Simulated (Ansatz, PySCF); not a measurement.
Gas-phase reaction (SMILES): CB(C)O + N (NH3) → CB(C)N + O (H2O); ammonia cleaves one B-O bond, a model of a ligand-exchange step.

Geometries: B3LYP-D3(BJ)/def2-TZVP minima from Ansatz (an electronic-structure program), one conformer each, not searched for the lowest. Cores are frozen in the correlated levels unless marked. No spin-orbit coupling. No relativistic terms. CBS(X,Y): correlation extrapolated as X^-3; Hartree-Fock from the larger set. [CCSD(T)-MP2]/basis is that difference in the basis named. Thermal terms are rigid-rotor harmonic-oscillator values from B3LYP-D3(BJ) frequencies (Ansatz or PySCF) at 298.15 K and 1 atm. 1 Eh = 627.5095 kcal/mol.

```tsv
species	E, RI-MP2/CBS(aug-cc-pVTZ,aug-cc-pVQZ)+[CCSD(T)-MP2]/aug-cc-pVTZ (Ansatz) (Eh)	E, wB97M-V/def2-TZVPD (Ansatz) (Eh)	H - E (Eh)	G - E (Eh)
CB(C)O	-180.36129	-180.55255	0.09892	0.06308
N (NH3)	-56.50756	-56.55014	0.03799	0.01614
CB(C)N	-160.48757	-160.66557	0.11171	0.07648
O (H2O)	-76.37791	-76.43347	0.02495	0.00353
```

Q: Work out ΔE and ΔH, ΔG, ΔS and the equilibrium constant at 298.15 K at the first level, then ΔH at the second.

A: 
1. ΔE = [(-160.48757) + (-76.37791)] - [(-180.36129) + (-56.50756)] = 0.00337 Eh = 2.1 kcal/mol at RI-MP2/CBS(aug-cc-pVTZ,aug-cc-pVQZ)+[CCSD(T)-MP2]/aug-cc-pVTZ.
2. The terms H - E add up to -0.00025 Eh, so ΔH = (0.00337 + (-0.00025))×627.5095 = 2.0 kcal/mol.
3. The terms G - E add up to 0.00079 Eh, so ΔG = 2.6 kcal/mol, and ΔS = (-0.00025 - (0.00079))×627509.5/298.15 = -2.2 cal/(mol K).
4. log10 K = -ΔG/(RT ln 10) = -1.9, with RT ln 10 = 1.3642 kcal/mol.
5. At wB97M-V/def2-TZVPD the same steps give ΔE = 2.3 and ΔH = 2.1 kcal/mol, a shift of +0.1 from the first level.
6. These values are not checked against measurement here, since the tables used lack a sound gas-phase enthalpy of formation for at least one species.
